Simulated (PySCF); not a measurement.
# C8H8O: core ionisation energies

Phthalan, C8H8O.
Numbering: `[cH:1]1[cH:2][cH:3][c:4]2[c:5]([cH:6]1)[CH2:7][O:8][CH2:9]2`

Geometry (PBE0-D3(BJ)/def2-SVP, Å), atoms numbered from 1 in this order:
```xyz
17
C8H8O angstrom
C      2.0667   -0.2961   -0.3441
C      1.8027    1.0685   -0.4856
C      0.4888    1.5383   -0.5246
C     -0.5493    0.6177   -0.4251
C     -0.2867   -0.7433   -0.2836
C      1.0210   -1.2150   -0.2393
C     -1.5986   -1.4645   -0.1802
O     -2.5811   -0.4914   -0.4576
C     -2.0376    0.8093   -0.4175
H      3.1012   -0.6466   -0.3175
H      2.6330    1.7738   -0.5686
H      0.2861    2.6068   -0.6346
H      1.2319   -2.2818   -0.1277
H     -1.7386   -1.8961    0.8325
H     -1.6928   -2.2935   -0.9039
H     -2.3660    1.3515    0.4934
H     -2.4022    1.3832   -1.2878
```

Computed with delta-SCF UKS SCAN, pcX-2 on the ionised atom, pcseg-1 elsewhere, spin-free X2C (PySCF). Vertical ΔSCF values, vacuum level as zero.

Q: List the computed XPS lines with their assignment.

A: 
```tsv
atom(s)	environment	level	binding energy (eV)	above the level's lowest (eV)	count
C1/C2	aromatic CH carbon	C 1s	290.23	0.00	2
C4/C5	substituted aromatic carbon	C 1s	290.26	+0.03	2
C3/C6	aromatic CH carbon	C 1s	290.30	+0.07	2
C7/C9	sp3 carbon bound to oxygen	C 1s	292.09	+1.86	2
O8	cyclic ether oxygen	O 1s	538.21	0.00	1
```

Lowest listed C 1s: C1/C2, bonded to 2 C (aromatic in the SMILES) and H. Highest, 1.86 eV above it: C7/C9, bonded to O, C and 2 H. Summing the Pauling electronegativity differences to the bonded atoms, each weighted by its formal bond order, gives -0.35 for the lowest site and +0.19 for the highest; no listed site has a larger sum than the highest. The values 290.23, 290.26 and 290.30 eV lie too close for their order to be trusted.

Q: Which photon energy gives electrons from C 1s of C4/C5 a kinetic energy of 20 eV, and what is their de Broglie wavelength?

A: hν = 290.26 + 20 = 310.26 eV, recoil neglected; λ = 12.264 Å/√(E/eV) = 2.74 Å.

Q: Which effective nuclear charge Zeff reproduces each element's mean 1s value in the hydrogen-like formula E = 13.606 eV × Zeff²?

A: C (Z = 6): mean 290.7 eV, Zeff = 4.62, Z − Zeff = 1.38; O (Z = 8): mean 538.2 eV, Zeff = 6.29, Z − Zeff = 1.71. Means run over the listed sites, weighted by atom count.

Atoms equivalent by their bonding share one computed value, that of the first of them. One conformer (not necessarily the lowest) at the PBE0-D3(BJ)/def2-SVP geometry, without solvent, vibrations or thermal averaging.
